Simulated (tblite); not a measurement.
C₂H₁₄N₂SSi₃.
Atom-mapped SMILES: `[CH3:1][NH:2][Si@H:3]([CH2:4][SiH2:5][SH:6])[SiH2:7][NH2:8]` (hydrogens: H9, H10, H11 on C1; H12 on N2; H13 on Si3; H14, H15 on C4; H16, H17 on Si5; H18 on S6; H19, H20 on Si7; H21, H22 on N8)

Computed with GFN2-xTB (tblite), gas phase: L-BFGS steps from a force-field or distance-geometry start until the largest atomic force falls under 0.01 eV/Å.

Step 59: E = -700.3667 eV
```
atom  x, y, z in Å  |  force x, y, z in eV/Å
C1     -2.2089   -1.7314   -0.4079    0.014  -0.001  -0.005
N2     -0.9827   -1.1963    0.1350   -0.013  -0.017  -0.005
Si3    -0.0093    0.0092   -0.6146    0.003  -0.035   0.030
C4      1.3671    0.3567    0.6790   -0.041  -0.009  -0.025
Si5     2.3882   -1.1229    1.2536   -0.031   0.027   0.045
S6      3.3795   -2.0658   -0.4069    0.018  -0.014  -0.022
Si7    -1.2062    1.9278   -1.0470   -0.005  -0.047  -0.006
N8     -1.4438    2.7958    0.4260   -0.011  -0.010  -0.023
H9     -2.0392   -2.6452   -0.9877    0.004   0.015  -0.023
H10    -2.6649   -0.9939   -1.0641    0.004   0.030   0.025
H11    -2.9106   -1.9665    0.3981    0.033   0.028  -0.023
H12    -0.5128   -1.8854    0.7040   -0.011   0.010   0.016
H13     0.6992   -0.4729   -1.8295   -0.028   0.027   0.015
H14     0.9148    0.8113    1.5590   -0.012  -0.031   0.034
H15     2.0191    1.1217    0.2567    0.051  -0.038  -0.013
H16     3.4231   -0.7515    2.2176    0.037   0.027  -0.004
H17     1.5822   -2.2123    1.7905    0.007  -0.023   0.020
H18     3.9056   -0.9645   -0.9187   -0.004   0.010  -0.008
H19    -2.5649    1.7516   -1.5681   -0.050  -0.010  -0.002
H20    -0.5141    2.7336   -2.0716    0.030   0.054  -0.053
H21    -1.9367    3.6741    0.3988    0.003  -0.008   0.023
H22    -0.6950    2.8462    1.0968    0.000   0.016   0.003
```

Step 60: E = -700.3677 eV
```
atom  x, y, z in Å  |  force x, y, z in eV/Å
C1     -2.2111   -1.7298   -0.4104    0.027  -0.001   0.000
N2     -0.9871   -1.1932    0.1365   -0.004  -0.052   0.013
Si3    -0.0090    0.0071   -0.6140    0.000   0.007   0.054
C4      1.3677    0.3575    0.6797   -0.028  -0.009  -0.014
Si5     2.3884   -1.1231    1.2561   -0.020   0.021   0.022
S6      3.3822   -2.0661   -0.4056    0.011   0.022  -0.016
Si7    -1.2067    1.9248   -1.0475   -0.022  -0.024  -0.015
N8     -1.4429    2.7932    0.4260    0.001  -0.006  -0.018
H9     -2.0375   -2.6412   -0.9933   -0.003   0.027  -0.019
H10    -2.6677   -0.9900   -1.0636    0.001   0.022   0.025
H11    -2.9118   -1.9698    0.3951    0.027   0.028  -0.030
H12    -0.5196   -1.8828    0.7079   -0.015   0.022   0.007
H13     0.7012   -0.4717   -1.8268   -0.017   0.008  -0.006
H14     0.9180    0.8160    1.5601   -0.004  -0.044   0.006
H15     2.0218    1.1201    0.2536    0.031  -0.057   0.001
H16     3.4287   -0.7518    2.2145    0.028   0.029   0.001
H17     1.5860   -2.2152    1.7948    0.010  -0.008   0.014
H18     3.9033   -0.9615   -0.9185   -0.013  -0.015   0.001
H19    -2.5680    1.7539   -1.5681   -0.023  -0.011   0.008
H20    -0.5138    2.7283   -2.0751    0.021   0.047  -0.038
H21    -1.9385    3.6703    0.4005    0.010  -0.017   0.020
H22    -0.6939    2.8446    1.0973   -0.016   0.013  -0.017
```

Step 61: E = -700.3684 eV
```
atom  x, y, z in Å  |  force x, y, z in eV/Å
C1     -2.2121   -1.7285   -0.4122    0.030  -0.002   0.003
N2     -0.9893   -1.1924    0.1372    0.004  -0.044   0.009
Si3    -0.0087    0.0054   -0.6129   -0.010   0.034   0.052
C4      1.3674    0.3578    0.6806   -0.005  -0.011   0.004
Si5     2.3878   -1.1233    1.2585    0.002   0.006   0.000
S6      3.3842   -2.0660   -0.4050   -0.004   0.041   0.001
Si7    -1.2074    1.9221   -1.0486   -0.026   0.008  -0.025
N8     -1.4419    2.7917    0.4248   -0.002  -0.005  -0.020
H9     -2.0368   -2.6384   -0.9972   -0.010   0.031  -0.018
H10    -2.6695   -0.9869   -1.0628    0.002   0.018   0.021
H11    -2.9115   -1.9703    0.3934    0.013   0.019  -0.029
H12    -0.5239   -1.8817    0.7101   -0.007   0.010   0.015
H13     0.7025   -0.4702   -1.8254   -0.011  -0.002  -0.013
H14     0.9197    0.8182    1.5618    0.001  -0.047  -0.016
H15     2.0244    1.1176    0.2525    0.009  -0.065   0.011
H16     3.4333   -0.7514    2.2117    0.015   0.028   0.001
H17     1.5885   -2.2177    1.7984    0.015   0.004   0.010
H18     3.9018   -0.9597   -0.9188   -0.016  -0.023   0.005
H19    -2.5711    1.7555   -1.5677   -0.001  -0.013   0.014
H20    -0.5137    2.7262   -2.0782    0.005   0.028  -0.016
H21    -1.9403    3.6675    0.4017    0.012  -0.023   0.014
H22    -0.6940    2.8440    1.0974   -0.014   0.008  -0.023
```

Question: Estimate the geometry and energy of step 62. (The exact step hangs on the optimiser's Hessian estimate; all steps are aligned on step 61, rigid shifts and turns removed.)

Answer: E = -700.3692 eV, largest force 0.071 eV/Å
```
atom  x, y, z in Å  |  force x, y, z in eV/Å
C1     -2.2126   -1.7248   -0.4132    0.025   0.005   0.001
N2     -0.9881   -1.1941    0.1365    0.018  -0.031   0.009
Si3    -0.0066    0.0044   -0.6106   -0.015   0.051   0.026
C4      1.3667    0.3579    0.6840    0.019  -0.018   0.021
Si5     2.3878   -1.1236    1.2608    0.027  -0.010  -0.018
S6      3.3824   -2.0660   -0.4070   -0.020   0.048   0.023
Si7    -1.2089    1.9183   -1.0504   -0.019   0.037  -0.033
N8     -1.4420    2.7902    0.4221    0.007  -0.010  -0.005
H9     -2.0404   -2.6343   -0.9994   -0.015   0.029  -0.021
H10    -2.6687   -0.9802   -1.0615    0.009   0.012   0.018
H11    -2.9111   -1.9640    0.3930   -0.004   0.004  -0.020
H12    -0.5243   -1.8852    0.7081   -0.004   0.003   0.018
H13     0.7068   -0.4663   -1.8244   -0.014  -0.006  -0.004
H14     0.9190    0.8166    1.5664    0.003  -0.043  -0.029
H15     2.0262    1.1169    0.2572   -0.009  -0.068   0.017
H16     3.4401   -0.7515    2.2076   -0.001   0.025  -0.002
H17     1.5908   -2.2197    1.8024    0.022   0.016   0.007
H18     3.9012   -0.9601   -0.9201   -0.017  -0.020   0.006
H19    -2.5743    1.7507   -1.5671    0.017  -0.011   0.017
H20    -0.5152    2.7245   -2.0814   -0.014   0.006   0.003
H21    -1.9446    3.6634    0.4011    0.006  -0.018   0.005
H22    -0.6943    2.8463    1.0950   -0.021   0.000  -0.038
```

The energy changes by -0.0008 eV. The first-order estimate −F·Δx gives -0.0011 eV and the mean of the old and new forces, exact on a quadratic surface, -0.0008 eV. The step makes an angle of 73° with the force vector and moves no atom by more than 0.008 Å.

What follows is the cost of the whole relaxation. Time: 2.6 s. Hardware: Arm Neoverse V2, one thread, shared host.
